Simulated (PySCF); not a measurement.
BiI2, SMILES [I][Bi+][I] (connectivity only; charge and spin as stated), charge +1, multiplicity 1. Atoms are numbered in the order given.

```xyz
3

Bi     0.0000     0.0000     0.9562
I      0.0000    -2.1594    -0.7487
I      0.0000     2.1594    -0.7487
```
Charge +1, spin multiplicity 1.

Geometry: PBE-D3(BJ)/def2-SVP. The spin state was assumed, not searched. The isomer is the one that the SMILES or the coordinates give; other isomers of the formula were not compared. The def2 effective core potentials stand for the cores of Bi, I; spin–orbit coupling is left out.

Level of theory: TDA-PBE0/def2-SVPD (PySCF).

Vertical excitations.  State labels are in the subgroup C2v.

| state | symmetry | energy (eV) | λ (nm) | f | main pairs |
|---|---|---|---|---|---|
| S1 | A2 | 1.80 | 688 | 0.000 | HOMO→LUMO 100 % |
| S2 | B1 | 2.03 | 609 | 0.000 | HOMO−2→LUMO 100 % |
| S3 | B2 | 2.71 | 457 | 0.068 | HOMO−1→LUMO 82 % |
| S4 | B1 | 3.45 | 360 | 0.001 | HOMO−4→LUMO 99 % |
| S5 | A1 | 3.53 | 352 | 0.018 | HOMO−3→LUMO 82 % |
| S6 | A2 | 3.91 | 317 | 0.000 | HOMO−1→LUMO+1 99 % |
| S7 | B2 | 3.93 | 316 | 0.033 | HOMO→LUMO+1 72 %, HOMO−2→LUMO+2 23 % |
| S8 | A1 | 4.01 | 309 | 0.011 | HOMO−2→LUMO+1 89 % |
| S9 | A2 | 4.14 | 300 | 0.000 | HOMO−5→LUMO 99 % |
| S10 | A1 | 4.34 | 285 | 0.000 | HOMO→LUMO+2 94 % |
| T1 | A2 | 1.61 | 769 | 0 | HOMO→LUMO 100 % |
| T2 | B2 | 1.66 | 745 | 0 | HOMO−1→LUMO 100 % |
| T3 | B1 | 1.76 | 703 | 0 | HOMO−2→LUMO 98 % |
| T4 | A1 | 2.14 | 579 | 0 | HOMO−3→LUMO 99 % |
Triplets are in the Tamm–Dancoff approximation.
